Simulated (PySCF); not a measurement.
Dissociation curve of Al2, triplet.

Calculation: CCSD(T) on UHF/cc-pVTZ, 10 core orbitals frozen (PySCF).

Problem. Relative to R = 2.73 Å, what are the energies at R = 2.59, 3.36, 5.48, 6.00 Å?

Solution. 1.0 kcal/mol at 2.59 Å, 10.0 kcal/mol at 3.36 Å, 30.5 kcal/mol at 5.48 Å, 30.9 kcal/mol at 6.00 Å.

The scan ran from 2.16 to 8.29 Å; beyond the distances shown one of the unrestricted levels run for this scan, shown here or not, changes its spin distribution in one step. The unrestricted determinant behind UCCSD(T) is spin-contaminated at 2.46 Å (<S²> up to 2.1, against 2.00 for a pure triplet).
